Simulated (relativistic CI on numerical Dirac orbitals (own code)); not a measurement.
Line list: Electric-dipole lines, Br13+

Calculated at this level of theory: Dirac-Coulomb-Breit CI, separate exchange-only KLI orbitals for each configuration, model QED (radiative potential, 1s self-energy scaled to tabulated hydrogen-like ionisation energies), unscaled Slater integrals (own radial code, finite nucleus).

CI space (outside the closed core [Ne]): 3s2 3p6 3d4, 3s2 3p5 3d5, 3s 3p6 3d5, 3s2 3p6 3d3 4s, 3s2 3p6 3d3 4p, 3s2 3p6 3d3 4d, 3s2 3p6 3d3 4f, 3s2 3p6 3d2 4s 4p, 3s2 3p5 3d4 4s, 3s2 3p6 3d3 5s, 3p6 3d6, 3p5 3d7, 3s2 3p6 3d2 4s2, 3s2 3p6 3d 4s2 4p, 3s2 3p6 3d 4s2 4d, 3s2 3p6 3d 4s2 4f, 3s2 3p6 3d2 4p2, 3s2 3p6 3d 4s 4p2, 3s2 3p6 3d 4p3, 3s2 3p6 3d 4p2 4d, 3s2 3p6 3d 4p2 4f. Double excitations out of closed p, d and f shells are left out; levels of such configurations are missing from the list, as are those of other unlisted configurations, and high levels can miss mixing partners. These lack a partner that the ground configuration has and come out too high: 3s2 3p5 3d4 4s.

```csv
λ vac (Å),Lower,Upper,A (s⁻¹),E lower (cm⁻¹),E upper (cm⁻¹)
93.472,3s2 3p6 3d4 5D_2 [3],3s2 3p5 3d5 5P°_2 [198],1.31e+11,4588,1074425
93.767,3s2 3p6 3d4 5D_3 [4],3s2 3p5 3d5 5P°_2 [198],1.95e+11,7956,1074425
94.113,3s2 3p6 3d4 5D_3 [4],3s2 3p5 3d5 5P°_2 [194],1.44e+11,7956,1070514
94.641,3s2 3p6 3d4 5D_1 [2],3s2 3p5 3d5 5P°_1 [188],1.67e+11,1775,1058399
98.935,3s2 3p6 3d4 3H_6 [10],3s2 3p5 3d5 3H°_6 [195],3.84e+11,62553,1073321
99.484,3s2 3p6 3d4 3G_3 [15],3s2 3p5 3d5 3F°_3 [200],1.42e+11,74156,1079347
99.775,3s2 3p6 3d4 3H_5 [8],3s2 3p5 3d5 3H°_5 [190],2.92e+11,59684,1061940
100.38,3s2 3p6 3d4 3F_4 [13],3s2 3p5 3d5 3F°_4 [191],1.73e+11,66547,1062755
101.32,3s2 3p6 3d4 3H_4 [7],3s2 3p5 3d5 3H°_4 [177],2.45e+11,55513,1042512
101.83,3s2 3p6 3d4 3H_4 [7],3s2 3p5 3d5 3F°_4 [174],7.40e+10,55513,1037553
103.62,3s2 3p6 3d4 5D_4 [5],3s2 3p5 3d5 5D°_4 [153],8.88e+10,11615,976706
106.36,3s2 3p6 3d4 5D_4 [5],3s2 3p5 3d5 3G°_5 [137],4.35e+10,11615,951838
106.87,3s2 3p6 3d4 5D_3 [4],3s2 3p5 3d5 5F°_4 [131],5.94e+10,7956,943688
107.14,3s2 3p6 3d4 5D_4 [5],3s2 3p5 3d5 5F°_5 [134],1.31e+11,11615,944942
107.17,3s2 3p6 3d4 5D_2 [3],3s2 3p5 3d5 5F°_3 [128],5.86e+10,4588,937686
107.83,3s2 3p6 3d4 3P_2 [14],3s2 3p5 3d5 3D°_3 [161],1.14e+11,71956,999338
107.98,3s2 3p6 3d4 5D_3 [4],3s2 3p5 3d5 5F°_3 [126],6.78e+10,7956,934022
108.28,3s2 3p6 3d4 5D_3 [4],3s2 3p5 3d5 3G°_4 [123],5.07e+10,7956,931518
108.56,3s2 3p6 3d4 5D_2 [3],3s2 3p5 3d5 5F°_3 [120],5.35e+10,4588,925726
116.89,3s2 3p6 3d4 3H_6 [10],3s2 3p5 3d5 3I°_7 [115],4.28e+10,62553,918059
```

Terms are leading LS components. Brackets give the number of a level in order of energy, since labels repeat. The list gives strong lines, with weight on those to low levels, without lines whose two gauges differ by over a factor of 2.5, among the lowest 200 of 2252 levels, so that lines to higher ones, which can be the strongest, are missing. Levels whose partners in the same complex of configurations lie outside the list can be far off, and so can their lines. Rates are taken at the computed energies, electric ones in the length gauge.

At this charge energies of transitions that change n are usually good to better than 1 %, and those within a shell (Δn = 0) to a few per cent. Terms inside the open d or f shell come out 10 to 20 % too wide with unscaled integrals.

LS names give the leading component of a level, which can be under half, so a name can repeat, a term be missing and a line seem to break the LS rules.
